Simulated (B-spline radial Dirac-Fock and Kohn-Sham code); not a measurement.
# Binding energies of Dy⁴⁺

System: Dy⁴⁺, [Xe] 4f8, inside a Watson sphere of charge -4 and radius 2.2 Å (a model of the Madelung potential; inside it an electron's potential energy is raised by 26.2 eV); nuclear rms radius 5.2218 fm (A = 164).

These are calculated numbers from a radial atomic solver; the model is Dirac-Fock energy differences between relaxed states, corrected for Breit and QED terms. No correlation. Energies are counted from the vacuum level.

All terms are in eV, carry their sign (relaxation lowers the binding energy) and add up to the binding energy; ⟨r⟩ is the mean radius of the orbital in the initial state.

```tsv
subshell	−ε (Koopmans)	relaxation	Breit	self-energy	vacuum polarisation	binding energy	⟨r⟩ (bohr)
K (1s)	54137.1	-78.10	-157.21	-98.05	16.51	53820.3	0.021
L1 (2s)	9161.3	-44.39	-16.66	-13.36	2.10	9089.0	0.089
L2 (2p1/2)	8692.8	-48.52	-27.67	0.32	0.03	8616.9	0.074
L3 (2p3/2)	7890.6	-46.22	-17.44	-0.78	-0.09	7826.1	0.081
M1 (3s)	2116.4	-22.96	-2.84	-2.97	0.45	2088.1	0.233
M2 (3p1/2)	1912.2	-23.76	-4.92	0.03	0.01	1883.5	0.223
M3 (3p3/2)	1742.4	-22.67	-2.83	-0.18	-0.02	1716.7	0.237
M4 (3d3/2)	1396.1	-24.91	-1.98	0.24	-0.02	1369.4	0.209
M5 (3d5/2)	1359.5	-24.49	-1.18	0.14	-0.02	1333.9	0.214
N1 (4s)	467.6	-8.50	-0.55	-0.69	0.11	458.0	0.529
N2 (4p1/2)	385.1	-8.25	-0.97	0.02	0.00	375.9	0.540
N3 (4p3/2)	346.6	-7.57	-0.49	-0.03	-0.01	338.5	0.568
N4 (4d3/2)	209.3	-7.06	-0.23	0.06	-0.01	202.1	0.600
N5 (4d5/2)	202.2	-6.83	-0.07	0.04	-0.01	195.3	0.610
N6,7 (4f)	41.44	-5.13	0.13	0.03	0.00	36.47	0.749
O1 (5s)	80.96	-0.99	-0.08	-0.12	0.02	79.79	1.265
O2 (5p1/2)	54.26	-0.87	-0.13	0.01	0.00	53.27	1.383
O3 (5p3/2)	48.31	-0.73	-0.05	0.00	0.00	47.53	1.459
```

For the deepest level, K (1s), the Breit terms make up -0.292 % of the binding energy, QED -0.152 % and orbital relaxation -0.145 %.
